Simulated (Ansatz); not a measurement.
Cost and result up the ladder for Li₇Sn (8 atoms). Charge 0, multiplicity 2. Geometry: PBE0-D4/def2-TZVP.

```xyz
8

Li   -1.324   -3.128   -0.174
Li    3.110    2.135    0.631
Li   -0.948   -0.203   -1.407
Li    0.007    1.510    0.830
Li    1.379    1.833   -1.915
Li    1.645   -0.610   -0.042
Li   -3.175   -0.474    0.848
Sn   -0.696   -1.062    1.229
```

Ansatz on 4 threads of Intel Xeon Platinum 8488C on a shared host. Times are rough, and most runs start from the orbitals of an earlier one. PBE0-D4/def2-TZVP serves as the yardstick here, not as an exact answer. Binding counts from free atoms at the same level (Li doublet, Sn triplet; other spins of the atoms weren't run), without zero-point energy or a counterpoise term.

In the def2 sets Sn takes a core potential; there is no spin–orbit coupling. LC-ωPBE has ω = 0.4 bohr⁻¹. Another isomer (doublet) lies 0.41 eV lower at PBE0-D4/def2-TZVP; other spin states weren't run for this one.

Run but left out: CCSD(T)/def2-TZVP (⟨S²⟩ 1.54, where a pure state has 0.75).

```tsv
level	functions	wall time	binding energy per atom (eV)	difference from PBE0-D4/def2-TZVP (eV)	remarks
PBE-D4/def2-TZVP (with forces)	148	6.5 s	1.22	0.03	–
PBE0-D4/def2-TZVP	148	8.5 s	1.18	0.00	–
r2SCAN-D4/def2-TZVP	148	17 s	1.21	0.02	spin-contaminated (⟨S²⟩ 0.84)
r2SCAN0-D4/def2-TZVP	148	18 s	1.20	0.01	spin-contaminated (⟨S²⟩ 0.85)
LC-ωPBE/def2-TZVP	148	20 s	1.12	-0.07	spin-contaminated (⟨S²⟩ 0.83)
```
